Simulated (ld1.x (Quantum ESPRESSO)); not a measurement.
## What one change does to a pseudopotential (iron, ultrasoft)

```json
{
  "Element": "iron",
  "Generator": "ld1.x (Quantum ESPRESSO) 7.5",
  "Type": "ultrasoft",
  "Functional": "LDA (PZ)",
  "Relativity": "scalar-relativistic",
  "Frozen core": "[Ar]",
  "Valence charge": "8",
  "Reference configuration": "3d7 4s1 4p0",
  "Partial waves": "4s (bound): rcut 2.45, rcutus 3.05 bohr; 4s channel at 1.7 Ry: rcut 2.45, rcutus 3.05 bohr; 4p (bound, empty): rcut 3.05, rcutus 3.75 bohr; 4p channel at 0.75 Ry: rcut 3.05, rcutus 3.75 bohr; 3d (bound): rcut 1.75, rcutus 2.10 bohr; 3d channel at 3.5 Ry: rcut 1.75, rcutus 2.10 bohr",
  "Local potential": "all-electron potential smoothed inside 1.90 bohr (lloc = -1)",
  "Core correction": "a·sin(br)/r model core inside 1.90 bohr",
  "Augmentation charge": "PSQ, inside the norm-conserving radii"
}
```

Change: waves 4p (bound): rcut 2.86, rcutus 3.04 bohr; 4p channel at 0.75 Ry: rcut 2.86, rcutus 3.04 bohr.

Cutoffs: the cutoffs (Ry, on a coarse ladder) from which the occupation-weighted sum of valence levels, in a spherical-Bessel basis at the reference potential, stays within 10 and 1 mRy of its value at 400 Ry; they do not see the model core or the augmentation charge, which bear on the density cutoff. Errors are all-electron minus pseudo energies relative to the spin-unpolarised reference configuration.

Question: How do hardness, ghosts and transferability respond?

Answer: The potential gets neither clearly harder nor softer (21 Ry and 40 Ry → 21 Ry and 40 Ry); of the 9 tests that both files solve, the error grows in 0 and shrinks in 2 by more than 15 % and 0.3 meV (median size 100.4 → 78.5 meV); neither file shows a bound ghost.

| quantity | base | changed |
| --- | --- | --- |
| cutoff, loose | 21 Ry | 21 Ry |
| cutoff, tight | 40 Ry | 40 Ry |
| bound ghosts | none | none |
| error for 3d6 4s2 4p0, meV [ΔE 0.83 eV] | -115 | -115 |
| error for 3d6 4s1 4p0, meV [ΔE 9.81 eV] | -77 | -77 |
| error for 3d6 4s0 4p0, meV [ΔE 26.30 eV] | -44 | -44 |
| error for 3d4 4s0 4p0, meV [ΔE 114.21 eV] | -1379 | -1379 |
| error for 3d6.5 4s1.5 4p0, meV [ΔE 0.08 eV] | -22 | -22 |
| error for 3d6 4s0 4p2, meV [ΔE 9.44 eV] | -89 | -43 |
| error for 3d6 4s1 4p1, meV [ΔE 5.01 eV] | -100 | -79 |
| error for 3d7 4s1 4p0 (spin-polarised), meV [ΔE -2.15 eV] | +1547 | +1547 |
| error for 3d6 4s2 4p0 (spin-polarised), meV [ΔE -2.56 eV] | +3193 | +3193 |
| lowest overlap eigenvalue by channel | s 0.58, p 0.54, d 0.85 | s 0.58, p 0.61, d 0.85 |
